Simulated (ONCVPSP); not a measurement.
## Before and after: ONCV potential for rhenium

ONCVPSP 4.0.1 input, shortened (lines: element, Z, core and valence counts, functional; n l f; lmax; l rc ep ncon nbas qcut; lloc lpopt rc5 dvloc0; l nproj debl; icmod fcfact rcfact), PBE, fully relativistic:

```
  Re 75.00   10    5        4      upf
    1    0    2.00
    2    0    2.00
    2    1    6.00
    3    0    2.00
    3    1    6.00
    3    2   10.00
    4    0    2.00
    4    1    6.00
    4    2   10.00
    4    3   14.00
    5    0    2.00
    5    1    6.00
    5    2    5.00
    6    0    1.00
    6    1    1.00
    2
    0    1.45    0.00    5    8    6.60
    1    2.35    0.00    3    6    6.20
    2    2.35    0.00    5   10    5.40
    4    5    1.05    0.00
    0    2    1.60
    1    2    0.60
    2    1    2.50
    3    3.75    1.15
```

Open shells are filled in proportion to 2j + 1.

All-electron outer shells of the reference configuration (PBE, scalar-relativistic, ld1.x):

```tsv
shell	level (eV)	outermost node (bohr)	outermost maximum (bohr)
4d	-257.02	0.21	0.44
5s	-86.95	0.52	0.93
5p	-48.72	0.56	1.06
4f	-44.00	–	0.41
6s	-7.07	1.24	2.51
5d	-6.90	0.62	1.41
6p	-2.12	1.48	3.52
```

Change: core correction Teter function fitted to the true core (icmod 2), fcfact 0.55.

Cutoffs: the cutoffs (Ha) at which the residual kinetic energy of the hardest occupied pseudo-wave falls to 1 and 0.1 mHa per electron; they do not see the model core or the augmentation charge, which bear on the density cutoff. Errors are all-electron minus pseudo energies relative to the spin-unpolarised reference configuration.

Problem. Predict the effect on cutoff, ghosts and configuration errors.

Solution. The potential gets neither clearly harder nor softer (61 Ha and 79 Ha → 61 Ha and 79 Ha); the errors of the 4 common tests hardly move; neither file shows a bound ghost. A model core, the more so a compact one, raises the density cutoff, which this test does not measure.

| quantity | base | changed |
| --- | --- | --- |
| cutoff, loose | 61 Ha | 61 Ha |
| cutoff, tight | 79 Ha | 79 Ha |
| bound ghosts | none | none |
| GHOST(+) flags under 300 eV | s at 97.0 eV | s at 97.0 eV |
| error for 5s2 5p6 5d5 6s2 6p0, meV [ΔE -4.74 eV] | +0.3 | +0.2 |
| error for 5s2 5p6 5d5 6s1 6p0, meV [ΔE 4.51 eV] | +0.4 | +0.4 |
| error for 5s2 5p6 5d5 6s0 6p0, meV [ΔE 20.84 eV] | +4.4 | +3.8 |
| error for 5s2 5p6 5d5 6s1.5 6p0, meV [ΔE -0.96 eV] | 0.0 | 0.0 |
| s: phases at 1.47 bohr within 0.05 rad from the reference energy up to (Ha; the scan ends near 5) | 2.8 | 2.8 |
| p3/2: phases at 2.39 bohr within 0.05 rad from the reference energy up to (Ha; the scan ends near 5) | 3.7 | 3.7 |
| p1/2: phases at 2.39 bohr within 0.05 rad from the reference energy up to (Ha; the scan ends near 5) | to the end of the scan | to the end of the scan |
| d5/2: phases at 2.39 bohr within 0.05 rad from the reference energy up to (Ha; the scan ends near 5) | 1.5 | 1.5 |
| d3/2: phases at 2.39 bohr within 0.05 rad from the reference energy up to (Ha; the scan ends near 5) | 1.2 | 1.2 |
| rms error of d²Exc/dni dnj with the model core, mHa | 5.08 | 3.46 |
